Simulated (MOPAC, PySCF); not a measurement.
C$_{5}$H$_{6}$, SMILES `C/C=C\C#C`, neutral singlet in the gas phase. 

Cartesian coordinates (Å):
```xyz
11

C      2.4991    -0.3167     0.1635
C      1.4916     0.3136    -0.0284
C      0.3244     1.0837    -0.2600
C     -0.9228     0.6085    -0.1831
C     -1.2975    -0.7877     0.1532
H      3.3889    -0.8750     0.3328
H      0.4821     2.1273    -0.5155
H     -1.7348     1.3021    -0.3836
H     -1.8780    -1.2377    -0.6586
H     -1.9350    -0.8126     1.0428
H     -0.4181    -1.4054     0.3370
```
Charge 0, multiplicity 1.

All levels are single points at this geometry (PBE0-D3(BJ)/def2-TZVP); Pople sets use spherical d functions. Orbital energies aren't observables, and empty levels follow the basis.

| level | HOMO (eV) | LUMO (eV) | gap (eV) | dipole (D) | vertical IE, Delta-SCF (eV) |
|---|---|---|---|---|---|
| B3LYP-D3(BJ)/def2-TZVP in PySCF | -6.63 | -0.89 | 5.74 | 0.88 | 8.88 |
| M06-2X/def2-TZVP in PySCF | -7.99 | 0.19 | 8.17 | 0.87 | 9.10 |
| B3LYP/3-21G in PySCF | -6.38 | -0.37 | 6.01 | 0.78 | – |
| B3LYP/6-311+G** in PySCF | -6.66 | -0.94 | 5.72 | 0.91 | – |
| BP86/6-31G* in PySCF | -5.53 | -1.28 | 4.26 | 0.74 | – |
| M06-2X/6-31G* in PySCF | -7.70 | 0.63 | 8.33 | 0.73 | – |
| HF/STO-3G in PySCF | -7.30 | 6.99 | 14.29 | 0.64 | – |
| PM3 in MOPAC | -9.55 | 0.38 | 9.93 | 0.41 | – |
| PM6 in MOPAC | -9.59 | 0.43 | 10.02 | 1.20 | – |
